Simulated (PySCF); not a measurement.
Geometry:
```csv
atom,x (Å),y (Å),z (Å)
C1,0.466,2.848,1.361
N2,-0.199,1.808,1.530
Si3,0.067,0.154,1.101
Cl4,0.679,-0.706,2.854
C5,1.333,-0.239,-0.183
C6,2.200,-0.453,-0.991
C7,3.224,-0.727,-1.972
N8,-1.454,-0.372,0.514
C9,-2.700,0.029,1.122
C10,-1.599,-1.529,-0.330
H11,0.089,3.787,1.760
H12,1.422,2.900,0.832
H13,2.813,-1.331,-2.780
H14,4.048,-1.269,-1.507
H15,3.602,0.208,-2.385
H16,-3.112,-0.774,1.745
H17,-3.431,0.268,0.343
H18,-2.539,0.908,1.739
H19,-2.344,-1.330,-1.106
H20,-1.927,-2.404,0.243
H21,-0.649,-1.760,-0.806
```

[PySCF: GFN2-xTB structure; shieldings: GIAO PBE0/pcSseg-1; fast rotation and ring inversion assumed for equivalent nuclei; one conformer; no solvent; relativity neglected]

References, each an isolated molecule treated in the same way: ¹³C (186.93 ppm) and ¹H (31.72 ppm) and ²⁹Si (349.16 ppm) against TMS; NH3 for ¹⁵N (267.73 ppm); HCl for ³⁵Cl (949.78 ppm).

```csv
atoms,nucleus,count,δ (ppm)
H11,¹H,1,8.42
H16/H17/H18/H19/H20/H21,¹H,6,?
H13/H14/H15,¹H,3,2.09
N2,¹⁵N,1,417.9
C6,¹³C,1,112.7
C7,¹³C,1,?
H12,¹H,1,8.57
C5,¹³C,1,82.0
Si3,²⁹Si,1,?
N8,¹⁵N,1,47.0
Cl4,³⁵Cl,1,83
C9/C10,¹³C,2,38.9
C1,¹³C,1,?
```

Q: Estimate the values marked ?.

A: 
- C1: 169.6 ppm, C=N carbon
- C7: 5.6 ppm, propargylic methyl carbon; a saturated carbon with 1 carbon neighbour and no heteroatom attached
- H16/H17/H18/H19/H20/H21: 2.86 ppm, hydrogen on a methyl carbon bonded to N; its carbon carries N, hence the downfield position
- Si3: -44.3 ppm, silicon bonded to C, Cl, 2 N

Shifts are as computed. Against solution values, carbons near 30 ppm lie about +3 ppm off and those near 130 ppm about +5 ppm. Of 1309 compounds with measured shifts, 239 miss one by over three times the rms of a fit or turn the order of signals round; such compounds aren't used in these exercises. Experimental scales use liquid or dissolved standards, which lie at an offset from isolated NH3 (liquid NH3: subtract about 20 ppm). Unscaled 15N shifts of sp2 nitrogen come out 20 to 40 ppm too high even then.
